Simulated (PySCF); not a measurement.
Telling isomers of C6H11ClO2Si apart by NMR

No relativistic terms, equivalent nuclei averaged, single conformer, isolated molecule. Shielding tensors at PBE0/pcSseg-1 (GIAO); GFN2-xTB geometry; PySCF 2.14.

Referencing at the same level of theory: ¹H (σ = 31.72 ppm), ¹³C (σ = 186.93 ppm) vs TMS. Where no couplings were computed, multiplicities follow the n + 1 count of equivalent neighbours, and m marks all less simple cases (inequivalent or close neighbours, rings, F or P nearby). Shifts are as computed. Against solution values, carbons near 30 ppm lie about +3 ppm off and those near 130 ppm about +5 ppm; carbons on Cl a further +6 ppm. Of 1309 compounds with measured shifts, 239 miss one by over three times the rms of a fit or turn the order of signals round; such compounds aren't used in these exercises. Carbons bonded to Cl come out too deshielded.

(1) Tabulate the signals of `CC(C)=C(C=O)OC[SiH2]Cl`, `CCOC(=O)/C(Cl)=C/[SiH2]C` and their relative energies.

(2) What is the quickest way to tell CC(C)=C(C=O)OC[SiH2]Cl from CCOC(=O)/C(Cl)=C/[SiH2]C?

## Answers

(1) 
```json
{"SMILES": "CC(C)=C(C=O)OC[SiH2]Cl", "carbon types": "2×C 1×CH 1×CH2 2×CH3", "δC": "194.1, 156.9, 156.3, 69.4, 24.5, 23.6", "δH": "10.03 (s, 1H), 5.23 (t, 2H), 3.68 (t, 2H), 2.37 (s, 3H), 2.23 (s, 3H)", "E rel. (kcal/mol)": "0.0"}
{"SMILES": "CCOC(=O)/C(Cl)=C/[SiH2]C", "carbon types": "2×C 1×CH 1×CH2 2×CH3", "δC": "167.3, 150.5, 147.2, 64.2, 16.1, -7.4", "δH": "7.66 (t, 1H), 4.58 (m, 2H), 4.53 (q, 2H), 1.34 (t, 3H), 0.30 (t, 3H)", "E rel. (kcal/mol)": "0.6"}
```

Energies are electronic energies at PBE0/pcSseg-1 on these geometries, without zero-point or thermal terms, each for the one conformer computed, which needn't be the lowest.

(2) Both give the same number of carbon signals, with the same numbers of each carbon type, so the positions decide. The first has an aldehyde carbonyl carbon (CH) at 194.1 ppm, the second a β carbon of a C=C–C=O unit (CH) at 147.2 ppm. Their most deshielded carbons lie at 194.1 and 167.3 ppm. In the proton spectra the most deshielded non-exchanging signals are 10.03 (s, 1H) and 7.66 (t, 1H).
